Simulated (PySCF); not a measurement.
CH4MgSe, SMILES [SeH][Mg][CH3]. Heavy atoms are numbered as in [Mg:1]([CH3:2])[SeH:6]. Hydrogens are named by the atom that carries them.

Coordinates come from a B3LYP-D3(BJ)/def2-TZVP optimisation. Other conformers were not sampled.

All values below come from CAM-B3LYP/def2-TZVPD (PySCF).

Mulliken values depend strongly on the basis, most of all with diffuse functions as here. ESP charges are fitted to the potential on shells at 1.4 to 2.0 van der Waals radii. Atomic charges (e), one atom of each kind:

```
atom       Mulliken  ESP fit
---------  --------  -------
Mg1            0.61     0.72
C2 (CH3)      -0.98    -0.65
H on C2        0.23     0.10
Se6 (SeH)     -0.43    -0.48
H on Se6       0.09     0.09
```
